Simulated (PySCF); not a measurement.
These 2 structures share the formula C7H4BrF3. Theory: PBE0-D3(BJ)/def2-SVP geometry optimisation, gas phase in PySCF. One conformer each; no zero-point energy, no entropy. No frequencies were run at this level. Point groups hold within 0.08 Å.

Question: Rank from lowest to highest electronic energy at this level (kcal/mol).
A. `c1(c(cccc1)C(F)(F)F)Br` (2-bromobenzotrifluoride)
B. 4-bromobenzotrifluoride, `c1(Br)ccc(C(F)(F)F)cc1`

Answer: B (0.0), A (2.8).

```tsv
SMILES	E (Eh)	E rel (kcal/mol)	dipole (D)	point group	A, B, C (MHz)
FC(F)(F)c1ccc(Br)cc1	-3141.24240	0.0	1.14	near Cs	2852, 295.3, 280.6
FC(F)(F)c1ccccc1Br	-3141.23787	2.8	3.19	Cs	939.1, 827.3, 476.4
```

Question: As an exercise, what shares would exp(−E/RT) give at 1000 K from these electronic energies alone (no entropy, no degeneracies)?

Answer: RT = 1.987 kcal/mol: FC(F)(F)c1ccc(Br)cc1 80.7 %, FC(F)(F)c1ccccc1Br 19.3 %.
